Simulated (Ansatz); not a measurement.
A nudged elastic band was laid between two geometries of AlH7N2O (11 atoms, charge 0, multiplicity 1).

Method: Ansatz 0.2.0, RKS BHLYP/6-31G*.

```yaml
movable_images: 7
climbing_image: yes
spring: 0.5 eV/Å²
optimiser: quadratic models (default)
start_path: through a guess of the saddle point
force_threshold: 0.05 eV/Å
iteration_limit: 60
end_points: relaxed
```

First end point:

```xyz
11
Properties=species:S:1:pos:R:3
Al -0.145 -0.037 0.104
H -0.158 -1.011 1.359
N 1.501 0.382 -0.618
H 2.272 -0.230 -0.406
H 1.571 0.619 -1.595
N -1.563 -0.008 -0.979
H -2.486 -0.288 -0.702
H -1.593 0.413 -1.889
O 0.077 1.724 1.109
H 0.966 1.792 0.700
H 0.190 1.611 2.055
```

Last end point:

```xyz
11
Properties=species:S:1:pos:R:3
Al 0.008 0.675 -0.589
H 0.011 0.039 3.355
N 1.558 0.079 -1.201
H 1.655 -0.629 -1.906
H 2.464 0.386 -0.899
N -1.527 0.096 -1.237
H -1.645 -0.583 -1.964
H -2.419 0.416 -0.907
O -0.076 1.838 0.654
H 0.694 2.201 1.080
H -0.092 0.449 2.751
```

Problem. Which bonds break or form, and what moves?

Solution. Bonds broken: Al1–H2, O9–H11. Bonds formed: H2–H11. AlH7N2O becomes AlH5N2O + H2.

Problem. Give the energies along the band, and the barrier.

Solution. The run converged. The highest image is number 3 of 0 to 8, 96.1 kJ/mol above the first end and 132.3 kJ/mol above the last; the last end lies 36.2 kJ/mol below the first. The profile has 2 maxima (images 3, 7) with wells between them (image 5): this band takes more than one step, which may be the mechanism or a detour left from its start path. Neighbouring images differ by up to 1.3 eV, so the band resolves the path poorly. Another band between the same ends (7 images) ends at a top of the same energy, where a vibrational analysis finds 1 clearly imaginary mode. The orbitals stay closed-shell, which can raise the energy where a bond breaks towards radicals; this wasn't checked here.

| image | path coordinate (Å) | energy (kJ/mol) | Al1–H2 (Å) | O9–H11 (Å) | H2–H11 (Å) |
| --- | --- | --- | --- | --- | --- |
| 0 | 0.00 | 0.0 | 1.59 | 0.96 | 2.73 |
| 1 | 3.09 | 7.2 | 1.59 | 0.98 | 3.10 |
| 2 | 6.18 | 13.2 | 1.59 | 0.96 | 3.49 |
| 3 | 9.17 | 96.1 | 1.79 | 1.22 | 1.06 |
| 4 | 10.79 | -32.6 | 3.13 | 2.40 | 0.74 |
| 5 | 12.41 | -36.1 | 4.15 | 2.51 | 0.74 |
| 6 | 14.03 | -27.4 | 4.27 | 2.46 | 0.74 |
| 7 | 15.66 | -26.7 | 4.25 | 2.54 | 0.74 |
| 8 | 17.28 | -36.2 | 3.99 | 2.52 | 0.74 |

Problem. What is the geometry of the highest image?

Solution. 
```xyz
11
Properties=species:S:1:pos:R:3:forces:R:3
Al -0.029 0.357 -0.074 0.00 0.00 0.00
H -0.204 -0.238 1.610 0.00 0.00 0.00
N 1.545 0.178 -0.880 0.00 0.00 0.00
H 1.729 -0.538 -1.558 0.00 0.00 0.00
H 2.400 0.644 -0.640 0.00 0.00 0.00
N -1.527 -0.081 -0.910 0.00 0.00 0.00
H -2.379 -0.344 -0.452 0.00 0.00 0.00
H -1.676 0.016 -1.897 0.00 0.00 0.00
O 0.013 1.841 1.056 0.00 0.00 0.00
H 0.833 2.323 1.187 0.00 0.00 0.00
H -0.075 0.809 1.696 0.00 0.00 0.00
```

Time of the run: 18 min on 1 thread of Arm Neoverse V1 (shared host), peak memory 0.16 GiB.
